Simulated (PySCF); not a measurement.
Compound: C4H6GaN.
Bonds: C1–C2 (triple), C2–C3, C3–C4, C4–N5 (triple), N5–Ga6. Hydrogens: H7 on C1; H8, H9 on C3; H10, H11, H12 on Ga6.

Method: PySCF 2.14.0, PBE0-D3(BJ)/def2-SVP geometry optimisation, gas phase.

Task: How far are the bound atoms from Ga6?

Result: 4 atoms: H12 1.578 Å, H10 1.579 Å, H11 1.579 Å, N5 2.149 Å. The nearest atom not counted as bound is C4, at 3.30 Å.

Task: List the angles at Ga6.

Result: 
```tsv
angle	degrees	distance of the outer atoms (Å)
H11–Ga6–H12	118.5	2.71
H10–Ga6–H12	118.4	2.71
H10–Ga6–H11	118.2	2.71
N5–Ga6–H12	97.6	2.83
N5–Ga6–H10	97.3	2.83
N5–Ga6–H11	97.2	2.82
```

Task: What is the shape at Ga6?

Result: Distorted tetrahedral: angles from 97.2° to 118.5°; τ4 = (360° − α − β)/141° = 0.87 with α and β the two widest (0 for a square, 1 for a tetrahedron).

Task: What are the other bond lengths?

Result: C1≡C2 1.208 Å; C2–C3 1.459 Å; C3–C4 1.460 Å; C4≡N5 1.151 Å; C1–H7 1.075 Å; C3–H8, C3–H9 1.104 Å.

Task: Give some angles away from the centre.

Result: C1–C2–C3 179.8°, C2–C3–C4 112.9°, C3–C4–N5 179.1°, C4–N5–Ga6 179.2°.

Task: What are the rotational constants (commonest isotopes, rigid rotor)?

Result: A = 9536, B = 630.8, C = 599.1 MHz: a near-prolate asymmetric top.

Point group: near Cs, missed by 0.34 Å at most; the miss may be what the optimiser left on a soft mode. Charge 0, singlet. Stationary, but not proved a minimum.
